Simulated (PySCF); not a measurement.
C4H6ClF, SMILES Cl[C@H](C1CC1)F. Geometry: PBE-D3(BJ)/def2-SVP. The structure was generated by enumeration; whether it is a known compound was not checked. One conformer was computed; it need not be the lowest.

Level of theory: PySCF 2.14.0 with PBE-D3(BJ)/def2-SVP.

Harmonic wavenumbers (cm⁻¹): 85, 198, 236, 353, 379, 602, 720, 759, 799, 820, 929, 979, 1014, 1017, 1031, 1071, 1127, 1141, 1196, 1218, 1320, 1354, 1376, 1447, 3015, 3071, 3074, 3107, 3165, 3174. Rotational constants (GHz): 5.380, 1.905, 1.635; symmetry number 1.

Q: Work out the zero-point energy and the ideal-gas rigid-rotor harmonic-oscillator thermochemistry at 298.15 K and 1 atm.

A: ZPE = ½ Σ hcν = ½ × 39778 cm⁻¹ = 56.87 kcal/mol. H − E(el) = 61.34 kcal/mol. Entropy in cal/(mol K): translation 39.96, rotation 27.35, vibration 12.14, total 79.45. G − E(el) = 37.65 kcal/mol. Cp = 24.04 cal/(mol K). Modes under 150 cm⁻¹ make the vibrational entropy uncertain.
